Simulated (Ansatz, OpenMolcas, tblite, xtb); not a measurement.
**A ladder of methods for C2H6BFO (SMILES COB(C)F)**

C2H6BFO has 11 atoms, charge 0, and is taken as a singlet. SMILES: `COB(C)F`. Geometry: relaxed at PBE0-D4/def2-TZVP. This is one conformer, not always the lowest.

| atom | x (Å) | y (Å) | z (Å) |
| --- | --- | --- | --- |
| C | -1.3644 | 0.7111 | 0.5385 |
| O | -0.2410 | 1.2278 | -0.1353 |
| B | 0.8186 | 0.4827 | -0.5089 |
| C | 0.9932 | -1.0579 | -0.2706 |
| F | 1.7792 | 1.1652 | -1.1360 |
| H | -1.4585 | 1.2071 | 1.5069 |
| H | -2.2591 | 0.9243 | -0.0500 |
| H | -1.2940 | -0.3677 | 0.6981 |
| H | 0.9476 | -1.3070 | 0.7940 |
| H | 1.9474 | -1.4128 | -0.6601 |
| H | 0.1963 | -1.6298 | -0.7560 |

Quantity: the energy change with the O2–B3 bond stretched from 1.348 to 2.427 Å, in eV. The values are calculated.

| level | kind | program | value (eV) | CPU time (all runs) |
| --- | --- | --- | --- | --- |
| GFN2-xTB | semi-empirical | tblite | 4.49 | under 2 s |
| GFN0-xTB | semi-empirical | xtb | 1.69 | under 2 s |
| HF/def2-SVP (restricted) | Hartree–Fock | Ansatz | 5.94 | 2.9 s |
| SVWN5/def2-SVP (restricted) | LDA | Ansatz | 5.14 | 3.8 s |
| TPSS/def2-SVP (restricted) | meta-GGA | OpenMolcas | 4.69 | 2.9 min |
| BHLYP/def2-SVP (restricted) | global hybrid | Ansatz | 5.59 | 8 s |
| CAM-B3LYP/def2-SVP (restricted) | range-separated hybrid | Ansatz | 5.37 | 8 s |
| B2PLYP/def2-SVP (restricted) | double hybrid | OpenMolcas | 5.08 | 96 s |
| RPA@PBE/def2-SVP (restricted) | RPA | Ansatz | 4.82 | 11 s |
| CCSD/def2-SVP (restricted) | coupled cluster or CI | Ansatz | 5.30 | 32 s |

The first shape isn't each level's own minimum. The values span 1.69 to 5.94 eV. CPU times are rough (shared hosts, several kinds of processor and program).
